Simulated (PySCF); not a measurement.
Computed shifts of a molecule C4H6BF, PBE0/pcSseg-1 (PySCF), GIAO, gas phase, equivalent atoms averaged, in ppm (number of nuclei): ¹³C: 109.4 (1), 91.2 (1), 18.8 (1), 11.5 (1). ¹⁹F: -21.3 (1). ¹H: 3.39 (1), 1.42 (3), 1.20 (2). References: ¹³C against TMS (σ = 186.3 ppm); ¹¹B against BF3 (σ = 88.8 ppm); ¹⁹F against CFCl3 (σ = 167.2 ppm); ¹H against TMS (σ = 31.56 ppm), references at their B3LYP-D3(BJ)/def2-TZVP geometries, non-relativistic. The structure is a stationary point at PBE0-D3(BJ)/def2-SVP. One conformer was computed; it need not be the lowest.

**Question.** Identify the compound among the candidates.
(A) CC1=CB(F)C1
(B) C#CB(C)CF
(C) C#CB(F)CC
(D) C=C1CB(F)C1

**Answer.** C, C#CB(F)CC
